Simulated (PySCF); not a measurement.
Compound: 3-methylhexane, C₇H₁₆.
Atom-mapped SMILES: `[CH3:1][CH2:2][CH2:3][C@H:4]([CH3:5])[CH2:6][CH3:7]` (hydrogens: H8, H9, H10 on C1; H11, H12 on C2; H13, H14 on C3; H15 on C4; H16, H17, H18 on C5; H19, H20 on C6; H21, H22, H23 on C7)

Computed with PySCF at PBE0/pcSseg-1 and PBE0/def2-SVPD, non-relativistic, on one gas-phase PBE0-D3(BJ)/def2-SVP geometry that isn't relaxed in the solvent. The solvent is an IEF-PCM continuum (van der Waals radii × 1.2). The model holds no explicit solvent molecules, cavitation or dispersion.

Gas phase at PBE0/pcSseg-1: HOMO -8.61 eV, LUMO 1.49 eV, dipole 0.07 D.

Task: What does the continuum do to the energy, the frontier levels and the dipole at PBE0/pcSseg-1 in chloroform?

Result: 
| solvent | ε | E(solvent) − E(gas) (kJ/mol) | polarisation term (kJ/mol) | distortion of the solute (kJ/mol) | HOMO (eV) | LUMO (eV) | dipole (D) |
| --- | --- | --- | --- | --- | --- | --- | --- |
| chloroform | 4.711 | -2.15 | -2.19 | 0.04 | -8.51 | 1.60 | 0.08 |

The first energy column is the sum of the next two and covers electrostatics alone.

Gas phase at PBE0/def2-SVPD: HOMO -8.59 eV, LUMO 0.79 eV, dipole 0.07 D.

Task: What does the continuum do to the energy, the frontier levels and the dipole at PBE0/def2-SVPD in chloroform?

Result: 
```json
{"solvent": "chloroform", "ε": "4.711", "E(solvent) − E(gas) (kJ/mol)": "-2.45", "polarisation term (kJ/mol)": "-2.52", "distortion of the solute (kJ/mol)": "0.07", "HOMO (eV)": "-8.48", "LUMO (eV)": "0.91", "dipole (D)": "0.09"}
```

Task: How does the static polarisability (PBE0/def2-SVPD, frozen core, with the continuum's full static response) change?

Result: 
```csv
medium,isotropic (au),principal values (au),⟨r²⟩ of the electrons (bohr²)
gas,88.6,"77.9, 84.0, 103.8",1287.3
chloroform,109.0,"100.3, 106.2, 120.4",1287.4
```

The isotropic value in chloroform is 1.23 times the gas-phase one; no cavity-field correction is applied. ⟨r²⟩ is taken about the centre of nuclear charge.

Conformer computed: `[CH3:1][CH2:2][CH2:3][C@H:4]([CH3:5])[CH2:6][CH3:7]`: C1–C2–C3–C4 -176°, C2–C3–C4–C5 -64°, C3–C4–C6–C7 -171°.
